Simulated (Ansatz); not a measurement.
Species: LaCl₃ (charge 0, singlet). SMILES: [La]([Cl])([Cl])[Cl]
Geometry from a B3LYP-D3(BJ)/def2-TZVP (Ansatz, a program for electronic structure) optimisation:
```
La
Cl 1 2.6219
Cl 1 2.6219 2 117.45
Cl 1 2.6219 2 117.45 3 -148.78
```
Charge 0, spin multiplicity 1.

Quantity: vertical ionisation energy (to the doublet state of charge +1; each state is the SCF solution reached for its spin; the molecule has degenerate orbitals, so one determinant may break the symmetry), in eV. Correlated levels leave the core frozen unless marked. Open shells are spin-unrestricted. No spin-orbit coupling. The frozen core is the preceding noble-gas configuration, with the filled d and f shells of earlier blocks. Past Kr the def2 sets carry scalar-relativistic core potentials. CBS marks a two-point X^-3 extrapolation of the correlation energy; Hartree-Fock from the larger set. [CCSD(T)-MP2]/basis is that difference in the basis named.

```tsv
level	program	vertical ionisation energy (eV)
PBE/def2-TZVPD	Ansatz	10.12
r2SCAN/def2-TZVPD	Ansatz	10.37
BHLYP/def2-TZVPD	Ansatz	11.10
CAM-B3LYP/def2-TZVPD	Ansatz	___
wB97M-V/def2-TZVPD	Ansatz	___
wB97X-V/def2-TZVPD	Ansatz	11.38
B2PLYP/def2-TZVPD	Ansatz	11.05
SCS-MP2/def2-SVPD	Ansatz	11.30
SCS-MP2/def2-TZVPPD	Ansatz	11.35
CCSD/def2-SVPD	Ansatz	___
CCSD/def2-TZVPPD	Ansatz	___
RI-MP2/CBS(def2-TZVPPD,def2-QZVPPD)+[CCSD(T)-MP2]/def2-TZVPPD	Ansatz	11.44
```

What belongs in the gaps?


- CAM-B3LYP/def2-TZVPD, vertical ionisation energy (eV): 11.13
- wB97M-V/def2-TZVPD, vertical ionisation energy (eV): 11.32
- CCSD/def2-SVPD, vertical ionisation energy (eV): 11.21
- CCSD/def2-TZVPPD, vertical ionisation energy (eV): 11.24
